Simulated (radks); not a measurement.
All-electron atom: Re52+ in [Ar] 3d5.

Calculated with a radial shooting solver on a logarithmic mesh with Libxc functionals: Dirac Kohn-Sham, exchange-only PBE, spin-unpolarised, spherical densities, finite nucleus; open shells fill j = l - 1/2 first; Fermi nuclear charge, rms radius 5.3698 fm.

Energy parts (Ry):
part                   energy
total             -28629.5168
kinetic            32901.6478
electron-nucleus  -65344.6549
Hartree             4234.6321
exchange            -421.1417

Orbitals (lengths in bohr, moments of r in powers of bohr; <r^-3> diverges for s and p1/2):
| orbital | occ. | eigenvalue (Ry) | <r^-3> | small-component weight |
|---|---|---|---|---|
| 1s1/2 | 2 | -5500.202 | - | 8.02e-02 |
| 2s1/2 | 2 | -1147.935 | - | 1.84e-02 |
| 2p1/2 | 2 | -1110.565 | - | 1.84e-02 |
| 2p3/2 | 4 | -1003.704 | 17290 | 1.66e-02 |
| 3s1/2 | 2 | -424.2117 | - | 6.66e-03 |
| 3p1/2 | 2 | -408.8551 | - | 6.59e-03 |
| 3p3/2 | 4 | -382.9626 | 4421 | 6.11e-03 |
| 3d3/2 | 4 | -359.4039 | 779.1 | 5.94e-03 |
| 3d5/2 | 1 | -353.5295 | 660.8 | 5.81e-03 |
| 4s1/2 | 0 | -216.7165 | - | 3.21e-03 |
| 4p1/2 | 0 | -210.0654 | - | 3.16e-03 |
| 4p3/2 | 0 | -200.6155 | 1654 | 3.00e-03 |

The highest occupied level is 3d5/2 at -4810.0 eV. The electron density at the nucleus is 1.54e+06 e/bohr^3. The density falls to 0.001 e/bohr^3 at r = 0.61 bohr.
